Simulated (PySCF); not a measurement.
Mapped SMILES: `[CH2:1]=[c:2]1[o:3][c:4](=[CH2:5])[c:6]([CH:7]=[O:8])[c:9]1[SiH3:10]`. Each H is labelled by its parent atom. Ha(C1), Ha(C5) are cis to O3; Hb(C1), Hb(C5) are trans to O3.

- structure optimised with GFN2-xTB
- PBE0/pcSseg-1 with gauge-including orbitals
- code: PySCF
- no solvent, single conformer, relativity neglected, rapidly exchanging positions averaged

Scale: 13C and 1H and 29Si against TMS; H2O for 17O (reference shieldings calculated alike).

```csv
atoms,nucleus,count,δ (ppm)
O8,17O,1,667.1
C7,13C,1,192.0
C1,13C,1,103.8
Ha(C1),1H,1,5.39
Ha(C5),1H,1,?
H(Si10),1H,3,?
Si10,29Si,1,-87.8
Hb(C5),1H,1,4.86
C6,13C,1,?
C4,13C,1,166.3
C2,13C,1,?
C5,13C,1,87.0
C9,13C,1,163.4
O3,17O,1,230.0
Hb(C1),1H,1,5.37
H(C7),1H,1,?
```

**Question.** Complete the table.

**Answer.** 
- C2: 171.6 ppm, unsaturated ring carbon
- C6: 149.0 ppm, unsaturated ring carbon
- H(C7): 10.10 ppm, hydrogen on an aldehyde carbonyl carbon; the formyl region, downfield of aromatic protons
- Ha(C5): 4.96 ppm, hydrogen on a carbon bonded to C
- H(Si10): 4.43 ppm, hydrogen on a silicon bonded to C

Shifts are as computed. Against solution values, carbons near 30 ppm lie about +3 ppm off and those near 130 ppm about +5 ppm. Of 1211 compounds with measured shifts, 218 miss one by over three times the rms of a fit or turn the order of signals round; such compounds aren't used in these exercises. Unscaled 17O shifts of doubly bonded oxygen tend to come out too high, by tens of ppm or more. Experimental scales use liquid or dissolved standards, which lie at an offset from isolated H2O (liquid H2O: subtract about 36 ppm).
